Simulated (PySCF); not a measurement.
These are TPSSh-D3(BJ)/def2-TZVP // CAM-B3LYP-D3(BJ)/def2-TZVP run with PySCF values and carry that method's errors. All species are isolated molecules in the gas phase. One relaxed conformer stands for a flexible species; it need not be the lowest. Excitations are Tamm–Dancoff values on a coarser integration grid. The basis has no diffuse functions, so Rydberg states are missing or too high.

Reference species (SMILES): `C=[SiH2]` (neutral, multiplicity 1).

The adiabatic ionisation energy (no zero-point term) is 8.57 eV and the S1 excitation (TDA) is 5.68 eV.

Changed species: `[NH2][GaH2]`.

Give the shifts of the adiabatic ionisation energy (no zero-point term) and S1 excitation (TDA).

the adiabatic ionisation energy (no zero-point term) rises by 0.45 eV, to 9.02 eV; the S1 excitation (TDA) goes up by 0.28 eV, to 5.96 eV.
